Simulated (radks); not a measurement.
Removal energies from the silver ion Ag11+, [Kr], by Delta-SCF beside the eigenvalue of the level emptied. Method: Dirac Kohn-Sham, relativistic LDA (MacDonald-Vosko exchange, VWN5 correlation), spin-unpolarised, spherical densities, finite nucleus; Fermi nuclear charge, rms radius of each element as measured or else 0.836 A^(1/3) + 0.57 fm; computed with a radial shooting solver on a logarithmic mesh with Libxc functionals. Sub-shells are occupied by j as written (lower j first in brackets).

removed from               final configuration  Delta-SCF (eV)  -eigenvalue (eV)
4p3/2         [Ar] 3d10 4s2 4p(1/2: 2, 3/2: 3)          271.50            259.11
4p1/2         [Ar] 3d10 4s2 4p(1/2: 1, 3/2: 4)          278.35            265.70
4s1/2                        [Ar] 3d10 4s1 4p6          314.15            301.09
3d5/2          [Ar] 3d(3/2: 4, 5/2: 5) 4s2 4p6          611.43            583.59
